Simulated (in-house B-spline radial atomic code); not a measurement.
## B3LYP (VWN-RPA) excitations of Al⁺

Method: B3LYP (VWN-RPA). Computed with an all-electron radial atomic-structure program (B-spline basis): linear response of the closed shell [Ne] 3s2 with the functional's adiabatic kernel; non-relativistic, point nucleus, no spin-orbit coupling, no double excitations, S, P, D and F terms only.

Command:
```bash
python run_td.py task.json out
```
Settings (radii: box in bohr, nucleus in fm):
```
Z                        13
electrons                12
configuration            [Ne] 3s2
hamiltonian              nr
method                   b3lyp
box_radius               41.61
intervals                54
```

Run time, properties included: 0.5 s on 1 thread of Arm Neoverse N1, with other jobs on the host.

The lowest states, in the order of their Tamm-Dancoff energies; the method's threshold (minus the highest occupied level) is 15.611 eV. Labels give the largest channel, * marks a mixed state, and oscillator strengths are full-response dipole values. Measured ¹D terms are left out, since they can mix with doubly excited terms. Semilocal kernels can invert the small singlet-triplet splittings of Rydberg terms. Energies in eV:

| state | full response | Tamm-Dancoff | oscillator strength | measured (J-weighted term) |
| --- | --- | --- | --- | --- |
| 3s → 3p 3P | 4.393 | 4.570 | - | 4.651 |
| 3s → 3p 1P | 7.421 | 7.757 | 1.75 | 7.421 |
| 3s → 4s 3S | ? | ? | - | ? |
| 3s → 3d 3D | 11.076 | 11.109 | - | 11.847 |
| 3s → 4s 1S | 11.293 | 11.311 | - | 11.822 |
| 3s → 3d 1D | 11.588 | 11.591 | - | - |
| 3s → 4p 3P | 12.272 | 12.280 | - | 13.075 |
| 3s → 4p 1P | 12.475 | 12.516 | 0.0062 | 13.257 |
| 3s → 5s 3S | 13.573 | 13.574 | - | 14.890 |
| 3s → 5s 1S | ? | ? | - | ? |
| 3s → 4d 3D | 13.758 | 13.764 | - | 15.062 |
| 3s → 4d 1D | 13.873 | 13.874 | - | - |
| 3s → 5p 3P | 14.037 | 14.039 | - | - |

(1) Where does 3s → 5s 1S lie?

(2) Where does 3s → 4s 3S lie?

(3) How large is the singlet-triplet splitting of 3s → 3p (P terms) in Tamm-Dancoff?

(4) What polarisabilities and dispersion coefficient does the method give?

Results:

(1) At 13.691 eV in full response, 13.696 eV in Tamm-Dancoff; measured 15.048 eV.

(2) At 10.876 eV in full response, 10.880 eV in Tamm-Dancoff; measured 11.317 eV.

(3) 3.19 eV, from the unrounded values.

(4) Dipole 23.94 bohr³, quadrupole 128.1 bohr⁵, C6 120.7 hartree·bohr⁶ for two such species.
